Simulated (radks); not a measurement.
Values are calculated unless marked as measured or tabulated.
Mean orbital radii <r> (bohr) of the rubidium ion Rb10+, [Ar] 3d9, at several levels of relativity; Dirac values are averaged over j with weights 2j + 1. Spin-unpolarised spherical Kohn-Sham, PBE, point nucleus unless stated (finite: rms radius 4.2036 fm), a radial shooting solver on a logarithmic mesh with Libxc functionals. A level marked "c x" has the speed of light scaled by that factor and shares open shells by 2j + 1; other Dirac levels either fill j = l - 1/2 first or share by 2j + 1.

| shell | non-rel. | scalar-rel., finite nucleus | Dirac, 2j+1 shares | Dirac, low j first | change of magnitude, last against first (%) |
|---|---|---|---|---|---|
| 1s | 0.04129 | 0.04029 | 0.04029 | 0.04029 | -2.41 |
| 2s | 0.1821 | 0.1777 | 0.1774 | 0.1774 | -2.57 |
| 2p | 0.1568 | 0.1550 | 0.1548 | 0.1548 | -1.23 |
| 3s | 0.5130 | 0.5024 | 0.5022 | 0.5023 | -2.10 |
| 3p | 0.5114 | 0.5069 | 0.5067 | 0.5067 | -0.91 |
| 3d | 0.4965 | 0.4974 | 0.4975 | 0.4975 | +0.20 |
